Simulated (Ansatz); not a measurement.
# Calibrating wB97X-V/def2-TZVPP on molecular compounds of Nb

The vertical ionisation energy (cation less neutral) in eV of 8 molecular compounds of Nb: x at wB97X-V/def2-TZVPP, y at CCSD(T)/def2-TZVPP. Shapes, held fixed at every level: PBE0-D4/def2-TZVP. Flexible molecules stand in one conformer, not always the lowest. Programs: Ansatz 0.2.0.

```
                                             molecule  x (eV)  y (eV)
C2H10NNbO4 (SMILES C[N](C)[Nb]([OH])([OH])([OH])[OH])    8.47    8.50
        C2H8FN2Nb (SMILES C[N]=[Nb]([CH3])([NH2])[F])    9.14       ?
      C2H8ClN2Nb (SMILES C[N]=[Nb]([CH3])([NH2])[Cl])    9.24    9.40
   C3H9F3NNbO (SMILES C[O][Nb]([F])([F])([F])[N](C)C)    9.40    9.48
        C3H10NNbO3 (SMILES C[O][Nb](=[NH])([O]C)[O]C)    9.50    9.63
        CH5ClNNbOS (SMILES C[O][Nb]([NH2])(=[S])[Cl])    9.53    9.59
                                        Nb(NH2)(OH)2O   10.30   10.16
                                            Nb(OH)3F2   12.02   11.97
```

Question: Fit y = c + s·x to the known rows and predict y for C2H8FN2Nb.

Answer: 
1. Means of the 7 rows: x = 9.7800, y = 9.819.
2. Σ(Δx)² = 7.581, Σ(Δx·Δy) = 7.1887, so the slope is 7.1887/7.581 = 0.94825.
3. Intercept: 9.819 − (0.94825) × 9.7800 = 0.545. The largest residual of the fit is 0.15.
4. C2H8FN2Nb: 0.545 + 0.94825 × 9.14 = 9.21 eV.

CCSD(T)/def2-TZVPP gives 9.35 eV, so the prediction is off by -0.14 eV, within the largest residual. Uncorrected, wB97X-V/def2-TZVPP misses C2H8FN2Nb by -0.21 eV, and the other rows by 0.09 on average. The line removes about 30 % of this miss. Left out in turn, the other rows are missed by 0.10 eV on average, worse than no correction. Cations run unrestricted. For atoms past krypton def2 sets carry core potentials with scalar relativity. Outer-core shells of Nb are correlated, in sets that cover them unevenly.
